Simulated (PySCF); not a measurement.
Compound: C3H11ClPSi (charge +1).
SMILES: `[PH3+][SiH2]CCCCl`

All values: PBE0/def2-SVPD (PySCF, non-relativistic), on one gas-phase PBE0-D3(BJ)/def2-SVP geometry that isn't relaxed in the solvent. The solvent is an IEF-PCM continuum (cavity from Bondi-type radii × 1.2), and excitations are vertical TDDFT with non-equilibrium linear response and a frozen core. Specific hydrogen bonds and non-electrostatic terms are outside this model.

Gas-phase singlets (H = HOMO, L = LUMO):

| state | E (eV) | λ (nm) | f | leading configurations |
| --- | --- | --- | --- | --- |
| S1 | 6.478 | 191 | 0.000 | H→L 70%, H-1→L 28% |
| S2 | 6.543 | 189 | 0.002 | H-1→L 70%, H→L 28% |
| S3 | 6.836 | 181 | 0.002 | H→L+1 55%, H-1→L+1 33% |
| S4 | 6.856 | 181 | 0.014 | H-1→L+1 46%, H→L+1 42% |
| S5 | 7.008 | 177 | 0.004 | H-1→L+2 62%, H→L+2 19% |

Question: How does the list change in cyclohexane (ε = 2.017)?

Answer: 
| state | E (eV) | λ (nm) | f | leading configurations | change by rank (eV) |
| --- | --- | --- | --- | --- | --- |
| S1 | 6.721 | 184 | 0.001 | H→L 98% | +0.243 |
| S2 | 6.812 | 182 | 0.005 | H-1→L 96% | +0.269 |
| S3 | 7.019 | 177 | 0.019 | H→L+1 92% | +0.183 |
| S4 | 7.050 | 176 | 0.002 | H-1→L+1 75%, H-1→L+2 15% | +0.194 |
| S5 | 7.202 | 172 | 0.006 | H-1→L+2 80%, H-1→L+1 14% | +0.194 |

Question: What are the lowest 5 singlets in chloroform (ε = 4.711)?

Answer: 
```
state  E (eV)  λ (nm)      f    leading configurations  change by rank (eV)
   S1   6.910     179  0.001                   H→L 96%               +0.432
   S2   7.016     177  0.006                 H-1→L 91%               +0.473
   S3   7.148     173  0.019                 H→L+1 91%               +0.312
   S4   7.197     172  0.001  H-1→L+1 74%, H-1→L+2 11%               +0.341
   S5   7.354     169  0.004  H-1→L+2 71%, H-1→L+1 11%               +0.346
```

Question: How do the frontier levels move from gas to chloroform?

Answer: 
| orbital | gas (eV) | solvent (eV) | change (eV) |
| --- | --- | --- | --- |
| LUMO+2 | -4.57 | -1.12 | +3.45 |
| LUMO+1 | -4.71 | -1.32 | +3.39 |
| LUMO | -5.09 | -1.55 | +3.54 |
| HOMO | -12.66 | -9.59 | +3.07 |
| HOMO-1 | -12.66 | -9.63 | +3.03 |
| HOMO-2 | -13.27 | -10.06 | +3.21 |
| HOMO-3 | -14.09 | -10.84 | +3.25 |

The HOMO–LUMO gap goes from 7.57 to 8.03 eV. Rows go by rank; for HOMO-1 and HOMO the atom shares or the degeneracy differ between the runs, so the row needn't follow one orbital.

Time: 33 s wall. Hardware: x86-64 server, one thread, no GPU (shared host). This is the whole response run at PBE0/def2-SVPD in chloroform, SCF included.

The values belong to the conformer `[PH3+:1][SiH2:2][CH2:3][CH2:4][CH2:5][Cl:6]`: P1–Si2–C3–C4 88°, Si2–C3–C4–C5 -72°, C3–C4–C5–Cl6 64°.
